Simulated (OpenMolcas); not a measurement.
Computed levels of 5d2 in ions with 70 electrons, in cm-1 above 3F2.

| Property | Result |
| --- | --- |
| Program | OpenMolcas |
| Method | CASSCF |
| Basis | ANO-RCC-VTZP |
| Scalar Hamiltonian | DKH2, point nucleus |
| Spin-orbit coupling | state interaction with AMFI integrals over the reference wave functions, term energies averaged over their components |

Active space for each ion: 2 electrons in 5 orbitals (5d).

| Level | Hf2+ | Ta3+ | Re5+ | Os6+ | Ir7+ |
| --- | --- | --- | --- | --- | --- |
| 3F3 | 3029 | 4468 | 7999 | 10284 | 12736 |
| 3F4 | 6073 | 8733 | 14833 | 18513 | 22385 |
| 3P0 | 11020 | 13144 | 16495 | 17985 | 19726 |
| 3P1 | 12519 | 15471 | 21094 | 24195 | 27691 |
| 3P2 | 15838 | 20444 | 30016 | 35603 | 41777 |
| 1G4 | 16641 | 20830 | 28966 | 33605 | 38921 |
| 1S0 | 35546 | 43451 | 56956 | 63762 | 71762 |

Question: Estimate 3F4, 3P0, 3P1 for W4+ from its neighbours Ta3+ and Re5+.

Answer: 3F4 is fine structure, which grows about as the fourth power of a screened charge, so the fourth roots are averaged: ((8733^0.25 + 14833^0.25) / 2)^4 = 11482. The calculation gives 11710, so the estimate is off by -1.9 %; the measured value is 11519 (the list in J. Phys. B 45, 065001 (2012)).
3P0 is another term, which grows about linearly with the charge: (13144 + 16495) / 2 = 14820. The calculation gives 14834, so the estimate is off by -0.1 %; the measured value is 12839 (the list in J. Phys. B 45, 065001 (2012)).
3P1 is another term, which grows about linearly with the charge: (15471 + 21094) / 2 = 18282. The calculation gives 18222, so the estimate is off by +0.3 %; the measured value is 16331 (the list in J. Phys. B 45, 065001 (2012)).

Mixed levels, with the weight of the term that names them: Hf2+ 3P2 (66 %), Ta3+ 3P2 (62 %), W4+ 3P2 (60 %), Re5+ 3P2 (58 %), Os6+ 3P2 (56 %), Ir7+ 3P2 (55 %).

Without dynamic correlation excited terms often stand tens of per cent too high (terms of higher spin than the ground term too low), and those without a measured partner can miss by more than the paired ones. Configurations with an s electron lie low in 5d ions of this charge, fall among these levels and mix in, so low-spin terms can stand far too high, up to twice their true height, and weights are not those of the real levels (holds for Hf2+). Measured partners are found by configuration, term and J. A level has none where our copy of the source lacks it or the pairing is in doubt (some pairs that miss far off the trend of their configuration count as doubtful), and it then counts in no deviation. Only configurations of the active space appear.
